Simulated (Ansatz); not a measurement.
A made-up structure of SiHSeO, doublet:

```xyz
4
angstrom
O 0.9426 -0.7532 0.0932
Si -0.0584 0.2321 -0.6580
Se -0.9914 -0.9104 0.5740
H 0.1073 1.4315 -0.0092
```

It is relaxed with PBE-D4/def2-SVP and then PBE0-D4/def2-TZVP (Ansatz 0.2.0). Atoms count as bonded within 1.22 times the sum of their covalent radii (H–H: 0.88 Å). The end point is not checked to be a true minimum.

**Question.** Does its bonding change? (A judgement: the text doesn't fix the answer.)

**Answer.** By the calculation: No: no bond forms or breaks.

Where it ends: The first stage lowers the energy by 1.83 eV in 5 steps. It ends as SiHSeO ([O]1[SiH][Se]1):
```json
{"atom": "O1", "x (Å)": "0.8342", "y (Å)": "-0.8487", "z (Å)": "0.1314"}
{"atom": "Si2", "x (Å)": "-0.0274", "y (Å)": "0.3233", "z (Å)": "-0.6419"}
{"atom": "Se3", "x (Å)": "-1.0064", "y (Å)": "-1.1944", "z (Å)": "0.6367"}
{"atom": "H4", "x (Å)": "0.1996", "y (Å)": "1.7198", "z (Å)": "-0.1263"}
```

Labels in which every atom is bracketed show which atoms are joined, not bond orders.

For scale, one of the runs: PBE0-D4/def2-TZVP relaxation, 122 basis functions, launched by `ansatz run in.yaml --threads 2 --pin off --events-out ev --progress --plain --max-ram 4352MiB`. The run took about 31 s on 2 CPU threads of an Arm Neoverse V1 (shared host).
